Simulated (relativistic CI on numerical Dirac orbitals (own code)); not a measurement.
Charge states of cerium

These numbers are calculated, not measured: Dirac-Coulomb-Breit CI, KLI orbitals optimised for each configuration, model QED, valence Slater integrals scaled by 0.9 (own radial code, finite nucleus).

Each species is treated in one configuration, given outside its closed core. Radial values are for the open shell of highest l, unscaled and averaged over j; ζ includes the Breit term. Labels give the leading LS character, summed over repeated terms.

| Ion | Configuration | Its lowest level | LS weight (%) | ζ (cm⁻¹) | g_J | g√(J(J+1)) | Next level | E (cm⁻¹) |
| --- | --- | --- | --- | --- | --- | --- | --- | --- |
| Ce⁴⁸⁺ | 2s²2p⁶ | ¹S0 | 100 |  |  | 0.00 |  |  |
| Ce⁴⁹⁺ | 2s²2p⁵ | ²P°3/2 | 100 | 2.475e+06 | 1.313 | 2.54 | ²P°1/2 | 3.7182e+06 |
| Ce⁵⁰⁺ | 2s²2p⁴ | ³P2 | 69 | 2.519e+06 | 1.326 | 3.25 | ¹S0 | 330750 |
| Ce⁵¹⁺ | 2s²2p³ | J = 3/2 (mixed) | 47 | 2.564e+06 | 1.343 | 2.60 | ⁴S°3/2 | 3.6317e+06 |
| Ce⁵²⁺ | 2s²2p² | ³P0 | 70 | 2.61e+06 |  | 0.00 | ³P1 | 3.7283e+06 |
| Ce⁵³⁺ | 2s²2p | ²P°1/2 | 100 | 2.656e+06 | 0.637 | 0.55 | ²P°3/2 | 3.9905e+06 |
| Ce⁵⁴⁺ | 2s² | ¹S0 | 100 |  |  | 0.00 |  |  |
| Ce⁵⁵⁺ | 2s | ²S1/2 | 100 |  | 1.972 | 1.71 |  |  |
| Ce⁵⁶⁺ | 1s² | ¹S0 | 100 |  |  | 0.00 |  |  |
